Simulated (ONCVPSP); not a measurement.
# u(r) = r·R(r): atom against pseudo-atom (platinum (Pt))

Columns: radius, all-electron u(r) and pseudo u(r) of the 5s shell (level -102.20 eV) of platinum in the configuration [Kr] 4d10 4f14 5s2 5p6 5d9 6s1; LDA (Perdew-Zunger), scalar-relativistic, ONCV scheme, ONCVPSP 4.0.1.

```json
{"r (bohr)": "0.078", "all-electron": "-0.0419", "pseudo": "0.0555"}
{"r (bohr)": "0.155", "all-electron": "0.4362", "pseudo": "0.1231"}
{"r (bohr)": "0.232", "all-electron": "-0.2062", "pseudo": "0.2132"}
{"r (bohr)": "0.310", "all-electron": "-0.6603", "pseudo": "0.3313"}
{"r (bohr)": "0.388", "all-electron": "-0.5618", "pseudo": "0.4738"}
{"r (bohr)": "0.465", "all-electron": "-0.1496", "pseudo": "0.6292"}
{"r (bohr)": "0.542", "all-electron": "0.3274", "pseudo": "0.7861"}
{"r (bohr)": "0.620", "all-electron": "0.7357", "pseudo": "0.9309"}
{"r (bohr)": "0.698", "all-electron": "1.0173", "pseudo": "1.0469"}
{"r (bohr)": "0.775", "all-electron": "1.1728", "pseudo": "1.1230"}
{"r (bohr)": "0.852", "all-electron": "1.2286", "pseudo": "1.1562"}
{"r (bohr)": "0.930", "all-electron": "1.2102", "pseudo": "1.1461"}
{"r (bohr)": "1.008", "all-electron": "1.1426", "pseudo": "1.0982"}
{"r (bohr)": "1.085", "all-electron": "1.0477", "pseudo": "1.0221"}
{"r (bohr)": "1.162", "all-electron": "0.9395", "pseudo": "0.9275"}
{"r (bohr)": "1.240", "all-electron": "0.8269", "pseudo": "0.8226"}
{"r (bohr)": "1.318", "all-electron": "0.7179", "pseudo": "0.7169"}
{"r (bohr)": "1.395", "all-electron": "0.6178", "pseudo": "0.6176"}
{"r (bohr)": "1.472", "all-electron": "0.5272", "pseudo": "0.5271"}
{"r (bohr)": "1.550", "all-electron": "0.4458", "pseudo": "0.4457"}
{"r (bohr)": "1.628", "all-electron": "0.3748", "pseudo": "0.3747"}
{"r (bohr)": "1.705", "all-electron": "0.3143", "pseudo": "0.3142"}
{"r (bohr)": "1.782", "all-electron": "0.2626", "pseudo": "0.2625"}
{"r (bohr)": "1.860", "all-electron": "0.2181", "pseudo": "0.2180"}
{"r (bohr)": "1.938", "all-electron": "0.1806", "pseudo": "0.1805"}
{"r (bohr)": "2.015", "all-electron": "0.1495", "pseudo": "0.1495"}
```

Problem. How many radial nodes do the two functions have?

Solution. The all-electron 5s function has n − l − 1 = 4 (the table is too coarse to show those close to the nucleus); the pseudo-wave has 0, since the states of the same l below it are removed with the core.

Problem. At about which radius was the pseudo-wave matched?

Solution. 1.45 bohr, where the columns begin to agree (steps of 0.08 bohr).

Problem. Is the pseudo-wave norm-conserving?

Solution. Yes: the ONCV scheme keeps the norm inside the radius equal to the all-electron one, which fixes the energy derivative of the logarithmic derivative at the level.
